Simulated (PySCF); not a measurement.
Gas-phase reaction: 2 SiH4 + 4 O2 ⇌ Si2O(OH)6 + H2O

Energies from PySCF (xtb for GFN2), thermal terms from the rigid-rotor harmonic-oscillator model, ideal gas at 1 bar. † marks an energy on the PBE0/def2-TZVP geometry and frequencies; other levels use their own. MP2 and CCSD(T) freeze the core. 6-31G* has spherical d functions here. Open shells (unrestricted): O2 (multiplicity 3); the rest are closed-shell singlets. GFN2 has no spin-polarisation term. B3LYP is the form with VWN-RPA correlation. No R ln 2 is added for the mirror-image form of Si2O(OH)6. Si2O(OH)6: computed as isolated molecules; such fragments, hydroxides, amides, oligomers or adducts are transient or little studied in the gas. MP2 isn't extrapolated to the basis-set limit; its ΔH°(298 K) is -2501.1 kJ in def2-SVP and -2824.4 kJ in def2-TZVPP. CCSD(T) isn't extrapolated to the basis-set limit. The harmonic model lacks anharmonicity and excited electronic states, which grow with temperature; levels with a mode under 35 cm⁻¹ are left out. Internal rotation in Si2O(OH)6 is treated as a harmonic vibration of one conformer, which makes the entropy rough.

| level | ΔE electronic, kJ | ΔH°(298 K), kJ | ΔS°(298 K), J/K | ΔG°(1200 K), kJ |
|---|---|---|---|---|
| B3LYP/def2-TZVP† | -2594 | -2504 | -589 | -1827 |
| BLYP/def2-TZVP† | -2464 | -2375 | -589 | -1698 |
| CCSD(T)/def2-SVP† | -2477 | -2387 | -589 | -1711 |
| GFN2-xTB | -3444 | -3363 | -577 | -2698 |
| HF/6-31G* | -2290 | -2202 | -592 | -1523 |
| HF/def2-TZVP† | -2487 | -2397 | -589 | -1720 |
| MP2/def2-SVP† | -2591 | -2501 | -589 | -1824 |
| PBE0/def2-SVP† | -2460 | -2370 | -589 | -1694 |
| LDA/def2-TZVP† | -2859 | -2770 | -589 | -2093 |
| ωB97M-V/def2-TZVP† | -2755 | -2665 | -589 | -1989 |
ΔH° is lowest at GFN2-xTB and highest at HF/6-31G*. No reference value is set beside these.
